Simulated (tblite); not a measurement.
Start geometry of `C1=CO[SiH2]CO1` from a force field or distance geometry (Å):
```
atom  x, y, z in Å
C1     1.3544   -0.7209    0.1649
C2     1.5035    0.5248   -0.2287
O3     0.5205    1.4516   -0.4061
Si4   -1.0656    0.9974    0.1475
C5    -1.0866   -0.8759   -0.1513
O6     0.1317   -1.3211    0.4513
H7     2.2391   -1.3501    0.2723
H8     2.5384    0.8528   -0.4043
H9    -1.0473    1.1446    1.6107
H10   -2.1556    1.6674   -0.5258
H11   -1.9607   -1.3317    0.2873
H12   -0.9706   -1.0397   -1.2439
```

Problem. What comes out of this run: GFN2-xTB geometry optimisation, gas phase (tblite)?

Solution. 
```
atom  x, y, z in Å
C1     1.3458   -0.7605    0.0822
C2     1.4935    0.5321   -0.1838
O3     0.4706    1.4387   -0.2329
Si4   -1.0459    1.0223    0.1970
C5    -1.0294   -0.8658   -0.1104
O6     0.1980   -1.4351    0.3477
H7     2.2054   -1.4108    0.1412
H8     2.4596    0.9645   -0.3856
H9    -1.2658    1.2698    1.6197
H10   -1.8900    1.7482   -0.7365
H11   -1.8060   -1.4190    0.4162
H12   -1.1348   -1.0851   -1.1808
```

The energy falls by 45.2 kJ/mol over 48 L-BFGS steps, the largest force on an atom goes from 2.09 to 0.009 eV/Å, and the atoms move by 0.180 Å rms after alignment. The bond that changes most is O3–Si4 (silyl ether oxygen to oxygen-bound silicon), which shortens by 0.110 Å. Bonds longer at the end by more than 0.005 Å: 5 of 12; shorter: 6. Among the angles that change most is O3–Si4–H10, from 114.7° to 104.1°. Among the dihedrals that turn most is H10–Si4–C5–H12, from 61° to 33°. Rotational constants go from 4325, 3561, 2109 to 4550, 3464, 2095 MHz. The orientation of the end geometry is arbitrary; only internal coordinates are fixed.

Its GFN2-xTB frequencies are all real (lowest 126 cm⁻¹). The numbers are those of one conformer.

These are computed values.
